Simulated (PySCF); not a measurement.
## Cl⁻ (chlorine, charge -1) across methods

[Ar], closed-shell 1S. Calculation: PySCF 2.14, in def2-QZVPPD (10s7p5d2f1g, 79 functions); the non-relativistic Hamiltonian (point nucleus). The B2PLYP total includes its PT2 part (frozen core); its orbital energies are those of the SCF part.

```tsv
method	E (hartree)	mean ε 2p (eV)	mean ε 3s (eV)	mean ε 3p (eV)	Σ⟨r²⟩ (bohr²)	⟨S²⟩
UHF	-459.57661	-209.41	-19.953	-4.087	38.46	0.000
r2SCAN	-460.2636	-184.58	-11.949	0.004	39.38	0.000
PBE	-460.1075	-181.69	-11.196	0.222	40.54	0.000
PBE0	-460.1422	-188.76	-13.546	-0.997	39.34	0.000
wB97M-V	-460.2719	-191.03	-16.275	-3.304	39.71	0.000
LDA	-458.8138	-181.68	-11.225	0.094	40.53	0.000
MN15	-460.2591	-187.00	-13.840	-1.735	38.98	0.000
r2SCANh	-460.2620	-187.11	-12.790	-0.466	39.16	0.000
```

(1) Estimate the same row for B2PLYP.

The highest occupied level is positive at r2SCAN, PBE, LDA: only the finite basis holds that electron, which in a density functional comes from self-interaction.

## Answers

(1) E (hartree) = -460.1729; mean ε 2p (eV) = -196.59; mean ε 3s (eV) = -15.943; mean ε 3p (eV) = -2.136; Σ⟨r²⟩ (bohr²) = 39.17; ⟨S²⟩ = 0.000.
